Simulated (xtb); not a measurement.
Si(H)2(F)(NHSiH3) (FH₆NSi₂), SMILES F[SiH2]N[SiH3]. All values are semi-empirical tight-binding results from xtb (GFN2-xTB unless named), good for trends rather than for accurate numbers. The structure is a stationary point at GFN2-xTB. One conformer was computed; it need not be the lowest.

The geometry has at least one imaginary mode, so it is a saddle point at that level.

- orbital gap: 5.32 eV
- dipole moment: 1.80 D
- static polarisability (D4 model): 70.9 bohr³
- solvation energy, GFN2-xTB/ALPB(water): 0.3 kcal/mol
- solvation energy, GFN2-xTB/ALPB(dmso): -2.5 kcal/mol
